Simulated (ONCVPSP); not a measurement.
What one change does to a pseudopotential (P, ONCV)

ONCVPSP 4.0.1 input, shortened (lines: element, Z, core and valence counts, functional; n l f; lmax; l rc ep ncon nbas qcut; lloc lpopt rc5 dvloc0; l nproj debl; icmod fcfact rcfact), LDA (Perdew-Zunger), scalar-relativistic:

```
  P 15.00    3    2        3      upf
    1    0    2.00
    2    0    2.00
    2    1    6.00
    3    0    2.00
    3    1    3.00
    1
    0    1.65    0.00    4    8    4.80
    1    2.05    0.00    4    8    3.70
    4    3    1.25    1.00
    0    2    1.80
    1    2    0.40
    3    2.50    1.10
```

Change: core correction Teter function, fcfact 6.5, rcfact 1.1.

Cutoffs: the cutoffs (Ha) at which the residual kinetic energy of the hardest occupied pseudo-wave falls to 1 and 0.1 mHa per electron; they do not see the model core or the augmentation charge, which bear on the density cutoff. Errors are all-electron minus pseudo energies relative to the spin-unpolarised reference configuration.

Task: What does the change do?

Result: The potential gets neither clearly harder nor softer (9.9 Ha and 19 Ha → 9.9 Ha and 19 Ha); of the 4 tests that both files solve, the error grows in 0 and shrinks in 3 by more than 15 % and 0.3 meV (median size 12.5 → 10.1 meV); neither file shows a bound ghost. A model core, the more so a compact one, raises the density cutoff, which this test does not measure.

| quantity | base | changed |
| --- | --- | --- |
| cutoff, loose | 9.9 Ha | 9.9 Ha |
| cutoff, tight | 19 Ha | 19 Ha |
| bound ghosts | none | none |
| GHOST(+) flags under 300 eV | s at 181.0 eV | s at 181.0 eV |
| error for 3s2 3p2, meV [ΔE 9.82 eV] | +1.2 | +0.9 |
| error for 3s2 3p1, meV [ΔE 29.07 eV] | +16 | +13 |
| error for 3s2 3p0, meV [ΔE 58.96 eV] | +80 | +63 |
| error for 3s1 3p3, meV [ΔE 18.89 eV] | +8.6 | +6.9 |
| s: phases at 1.68 bohr within 0.05 rad from the reference energy up to (Ha; the scan ends near 5) | 4.0 | 4.0 |
| p: phases at 2.08 bohr within 0.05 rad from the reference energy up to (Ha; the scan ends near 5) | 2.5 | 2.5 |
| rms error of d²Exc/dni dnj with the model core, mHa | 2.54 | 1.77 |
